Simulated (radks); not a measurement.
Values are calculated unless marked as measured or tabulated.
Charge is removed step by step from the 4s down level of Kr+, starting from [Ar] 3d10 4s(up 1, down 1) 4p5. Code: a radial shooting solver on a logarithmic mesh with Libxc functionals. Model: scalar-relativistic Kohn-Sham, PBE, spin-polarised, spherical densities, finite nucleus; open shells are filled with parallel spins first; Fermi nuclear charge, rms radius 4.1884 fm.

| removed (e) | E - E(0) (eV) | eigenvalue (eV) | E minus straight line (eV) |
|---|---|---|---|
| 0 | 0.000 | -33.500 | 0.000 |
| 0.25 | 8.742 | -36.457 | -1.131 |
| 0.5 | 18.230 | -39.466 | -1.516 |
| 0.75 | 28.477 | -42.524 | -1.143 |
| 1 | 39.493 | -45.625 | 0.000 |

Removing the whole electron costs 39.493 eV by Delta-SCF, against 33.500 eV from minus the eigenvalue at the starting occupation. Slater's transition state (half an electron removed) gives 39.466 eV. Integrating minus the eigenvalue over the occupation (Janak's theorem) gives 39.498 eV. In this scalar-relativistic scheme the density is built from large components alone, so the theorem holds only approximately. The mean slope of the eigenvalue, de/dn, is 12.1 eV per electron.
